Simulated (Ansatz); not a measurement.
`Brc1cccc2cc3ccccc3cc12`. The state is a singlet with charge 0. Geometry PBE0-D4/def2-SVP; atoms count from 1.

| atom | x (Å) | y (Å) | z (Å) |
| --- | --- | --- | --- |
| Br1 | -2.208 | 3.019 | 1.784 |
| C2 | -1.547 | 2.374 | 0.136 |
| C3 | -1.832 | 3.082 | -1.001 |
| C4 | -1.355 | 2.632 | -2.260 |
| C5 | -0.607 | 1.491 | -2.352 |
| C6 | -0.292 | 0.730 | -1.188 |
| C7 | 0.471 | -0.438 | -1.268 |
| C8 | 0.788 | -1.194 | -0.136 |
| C9 | 1.567 | -2.387 | -0.207 |
| C10 | 1.857 | -3.102 | 0.923 |
| C11 | 1.387 | -2.667 | 2.193 |
| C12 | 0.637 | -1.527 | 2.302 |
| C13 | 0.312 | -0.753 | 1.148 |
| C14 | -0.452 | 0.415 | 1.234 |
| C15 | -0.769 | 1.171 | 0.102 |
| H16 | -2.428 | 3.994 | -0.935 |
| H17 | -1.594 | 3.212 | -3.154 |
| H18 | -0.238 | 1.142 | -3.319 |
| H19 | 0.830 | -0.768 | -2.247 |
| H20 | 1.927 | -2.720 | -1.184 |
| H21 | 2.455 | -4.015 | 0.855 |
| H22 | 1.629 | -3.250 | 3.085 |
| H23 | 0.274 | -1.190 | 3.277 |
| H24 | -0.810 | 0.744 | 2.211 |

(1) Estimate the Mulliken populations from the PBE0/def2-TZVP orbitals of Ansatz.

(2) And the Mayer bond orders between heavy atoms (over 0.3)?

Results:

(1) 
| atom | charge (e) |
| --- | --- |
| Br1 | -0.09 |
| C2 | 0.04 |
| C3 | -0.16 |
| C4 | -0.11 |
| C5 | -0.25 |
| C6 | 0.22 |
| C7 | -0.32 |
| C8 | 0.24 |
| C9 | -0.25 |
| C10 | -0.10 |
| C11 | -0.10 |
| C12 | -0.26 |
| C13 | 0.22 |
| C14 | -0.29 |
| C15 | 0.12 |
| H16 | 0.14 |
| H17 | 0.12 |
| H18 | 0.12 |
| H19 | 0.11 |
| H20 | 0.11 |
| H21 | 0.12 |
| H22 | 0.12 |
| H23 | 0.12 |
| H24 | 0.13 |
Mulliken values depend strongly on the basis.

(2) Br1–C2 1.06 (1.89 Å); C2–C3 1.54 (1.37 Å); C2–C15 1.14 (1.43 Å); C3–C4 1.20 (1.42 Å); C4–C5 1.58 (1.37 Å); C5–C6 1.16 (1.43 Å); C6–C7 1.29 (1.40 Å); C6–C15 1.19 (1.44 Å); C7–C8 1.28 (1.40 Å); C8–C9 1.16 (1.43 Å); C8–C13 1.20 (1.44 Å); C9–C10 1.60 (1.37 Å); C10–C11 1.22 (1.42 Å); C11–C12 1.59 (1.37 Å); C12–C13 1.17 (1.43 Å); C13–C14 1.29 (1.40 Å); C14–C15 1.34 (1.40 Å).
